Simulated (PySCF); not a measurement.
Computed IR spectrum (relative IR intensity) of a molecule C3HBrClF. The structure is a stationary point at B3LYP-D3(BJ)/def2-SVP. Other conformers were not sampled. Calculation: B3LYP-D3(BJ)/def2-SVP (PySCF). Frequencies are harmonic and unscaled.

ν (cm⁻¹): 655 (m), 811 (s), 861 (vw), 1073 (s), 1255 (w), 1442 (m), 2072 (vs) (against the strongest line: vs over 80 %, s over 45 %, m over 15 %, w over 4 %, vw less)

Identify the compound among the candidates.
A) FC=C=C(Cl)Br
B) FC(Br)=C=CCl
C) FC(Cl)=C=CBr

A, FC=C=C(Cl)Br
